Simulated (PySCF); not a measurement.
## MnH3 at several levels of theory

All levels use the PBE0 minimum (quintet; H–H 0.956 Å, Mn–H 1.663 Å, Mn–H 1.684 Å (×2); H–H–Mn 73.5° (×2), H–Mn–H 33.0°, H–Mn–H 163.5° (×2)), basis [Mn def2-TZVP, H def2-TZVP], no relativity, density fitting, no spin–orbit coupling, PySCF. For vertical energies the ionised species is a sextet (spins chosen at PBE0 and kept) and the electron-attached one a quartet. Atomisation goes to high-spin ground-configuration atoms, without zero-point energy. Open shells are unrestricted, also as the reference of the correlated levels. A dash marks a value that was not computed or is not defined at that level.

```json
{"level": "PBE0", "atomisation (kJ/mol)": "615", "vertical IP (eV)": "7.75", "vertical EA (eV)": "-0.13", "−ε(HOMO) (eV)": "5.25", "dipole (D)": "2.16"}
{"level": "HF", "atomisation (kJ/mol)": "306", "vertical IP (eV)": "6.15", "vertical EA (eV)": "-1.07", "−ε(HOMO) (eV)": "6.79", "dipole (D)": "0.65"}
{"level": "MP2", "atomisation (kJ/mol)": "463", "vertical IP (eV)": "6.75", "vertical EA (eV)": "-0.55", "−ε(HOMO) (eV)": "–", "dipole (D)": "–"}
{"level": "PBE", "atomisation (kJ/mol)": "687", "vertical IP (eV)": "8.20", "vertical EA (eV)": "0.24", "−ε(HOMO) (eV)": "4.36", "dipole (D)": "2.09"}
{"level": "B3LYP", "atomisation (kJ/mol)": "640", "vertical IP (eV)": "8.04", "vertical EA (eV)": "0.11", "−ε(HOMO) (eV)": "5.21", "dipole (D)": "2.23"}
{"level": "r2SCAN", "atomisation (kJ/mol)": "?", "vertical IP (eV)": "?", "vertical EA (eV)": "?", "−ε(HOMO) (eV)": "?", "dipole (D)": "?"}
{"level": "TPSSh", "atomisation (kJ/mol)": "704", "vertical IP (eV)": "7.96", "vertical EA (eV)": "-0.09", "−ε(HOMO) (eV)": "4.82", "dipole (D)": "2.22"}
{"level": "PBEsol", "atomisation (kJ/mol)": "725", "vertical IP (eV)": "8.15", "vertical EA (eV)": "0.22", "−ε(HOMO) (eV)": "4.29", "dipole (D)": "2.08"}
{"level": "M06-2X", "atomisation (kJ/mol)": "?", "vertical IP (eV)": "?", "vertical EA (eV)": "?", "−ε(HOMO) (eV)": "?", "dipole (D)": "?"}
```

Q: Fill in the row of M06-2X.

A: atomisation (kJ/mol) 542, vertical IP (eV) 7.45, vertical EA (eV) -0.05, −ε(HOMO) (eV) 6.05, dipole (D) 1.94.

Q: Fill in the row of r2SCAN.

A: atomisation (kJ/mol) 674, vertical IP (eV) 7.91, vertical EA (eV) -0.06, −ε(HOMO) (eV) 4.38, dipole (D) 2.02.

Spin contamination in at least one species weakens the values at: PBE0, HF, MP2, B3LYP, r2SCAN, TPSSh, M06-2X.

Without diffuse functions attachment energies tend to come out too low.

The determinant is spin-contaminated (⟨S²⟩ = 6.21, pure value 6.00). With open d or f shells other occupations or spin states may lie lower.
